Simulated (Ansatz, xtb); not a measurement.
C4H6BBr: which of two isomers lies lower

Structure a: `BC#C[C@H](C)Br`, a singlet. Structure b: `C#CBCCBr`, a singlet. Both are isolated molecules in the gas phase, relaxed with PBE0-D3(BJ)/def2-SVP; the shapes shown needn't be the lowest conformers.

a (Å):

```xyz
12

C    -1.6431   -1.5317   -0.4457
C    -1.1123   -0.6381    0.2018
C    -0.4663    0.4237    0.9313
C     1.0106    0.5673    0.5983
B    -2.2975   -2.6293   -1.2358
Br   -0.6886    0.1688    2.8816
H    -2.8419   -3.5420   -0.6634
H    -2.2791   -2.5998   -2.4429
H    -1.0018    1.3650    0.7357
H     1.4492    1.3938    1.1731
H     1.5528   -0.3577    0.8376
H     1.1256    0.7751   -0.4766
```

b (Å):

```tsv
atom	x (Å)	y (Å)	z (Å)
C	-0.4612	2.2290	2.5852
C	-0.8049	1.1222	2.2043
C	-0.5513	-0.9368	0.4748
C	0.7933	-0.4146	0.0223
B	-1.2269	-0.2500	1.7135
Br	2.1876	-0.8433	1.3176
H	-0.1589	3.2024	2.9291
H	-2.1692	-0.7894	2.2475
H	-1.2913	-0.7657	-0.3392
H	-0.5338	-2.0325	0.5955
H	1.1306	-0.8574	-0.9235
H	0.8022	0.6796	-0.0672
```

Quicker runs give these differences E(b) − E(a): GFN2-xTB +9.7 kcal/mol; HF/STO-3G −3.2 kcal/mol (at GFN2-xTB geometries); r2SCAN-D4/def2-SVP −4.0 kcal/mol (at GFN2-xTB geometries).

Question: Estimate E(b) − E(a) at the level CCSD(T)/def2-SVP + ΔMP2/def2-TZVPP.

Answer: Calculated at CCSD(T)/def2-SVP + ΔMP2/def2-TZVPP: E(b) − E(a) = −6.2 kcal/mol, so structure b lies lower.

How the difference moves with the method:

```tsv
level	geometry	E(b) − E(a) (kcal/mol)	departure from the last row (kcal/mol)	job, with rough time for the two
GFN2-xTB	GFN2-xTB	+9.7	+15.9	optimisation, 0.26 s
HF/STO-3G	GFN2-xTB	−3.2	+2.9	single point, 0.4 s
r2SCAN-D4/def2-SVP	GFN2-xTB	−4.0	+2.1	single point, 3.6 s
PBE0-D3(BJ)/def2-SVP	PBE0-D3(BJ)/def2-SVP	−4.9	+1.2	optimisation, 63 s
HF/def2-SVP	PBE0-D3(BJ)/def2-SVP	−5.2	+0.9	part of the CCSD(T) run
MP2/def2-SVP	PBE0-D3(BJ)/def2-SVP	−4.6	+1.5	part of the CCSD(T) run
CCSD(T)/def2-SVP	PBE0-D3(BJ)/def2-SVP	−5.0	+1.1	single point
CCSD(T)/def2-SVP + ΔMP2/def2-TZVPP	PBE0-D3(BJ)/def2-SVP	−6.2		single point, 61 s
```

As drawn, b has 1 C–B, 1 C–H in place of 1 C–C, 1 B–H.

GFN2-xTB puts the two in the other order. The largest departure from CCSD(T)/def2-SVP + ΔMP2/def2-TZVPP is that of GFN2-xTB, 15.9 kcal/mol. The last row adds to CCSD(T) the change of the MP2 difference between the two basis sets, here −1.1 kcal/mol.

With thermal terms from frequencies at re-optimised GFN2-xTB minima (ideal gas, soft modes damped towards free rotors, one conformer each, 298.15 K, 1 atm): the zero-point term adds +0.9 kcal/mol; ΔH is −5.6 and ΔG −4.9 kcal/mol.

The correlated steps freeze 14 core orbitals; the filled d shell of Br is correlated, in a basis made for valence electrons. Mirror images aren't counted in ΔG. Programs: Ansatz 0.2.0, xtb 6.7.1; the last row on 4 threads of Arm Neoverse V1 on a shared host.
